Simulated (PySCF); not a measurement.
## C₃H₇N, SMILES `C1NCC1` (charge 0, multiplicity 1)

Computed with PySCF with PBE-D3(BJ)/def2-TZVP // PBE0-D3(BJ)/def2-TZVP.

The HOMO is -5.04 eV, the dipole moment is 1.17 D and the HOMO–LUMO gap comes out as 5.44 eV. The LUMO is 0.40 eV, the total energy is -173.0780 Ha and the cost is roughly 50 core-seconds.

```xyz
11

C     -0.5657     0.7987     0.0074
C     -0.7661    -0.7245     0.0278
N      0.5992    -0.8747    -0.5007
C      0.9371     0.4824    -0.0425
H     -0.9359     1.3706     0.8566
H     -0.9218     1.2473    -0.9200
H     -0.8938    -1.1027     1.0513
H     -1.5516    -1.1469    -0.6041
H      1.1473    -1.6249    -0.1002
H      1.5596     1.0578    -0.7325
H      1.3917     0.5169     0.9570
```
Charge 0, spin multiplicity 1.
